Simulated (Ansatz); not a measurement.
Harmonic frequencies (cm⁻¹) at PBE0-D4/def2-TZVP from Ansatz: 247, 284, 367, 618, 750, 823, 873, 887, 925, 968, 970, 2250, 2251, 3920, 3922.

Each molecule was computed in one conformer, which needn't be the lowest.

Question: Which molecule is it?
A. `F[SiH](F)Cl`
B. `O[SiH2]O`
C. `F[Si](F)(S)Cl`
D. `O[Si](O)(F)F`

Answer: B.
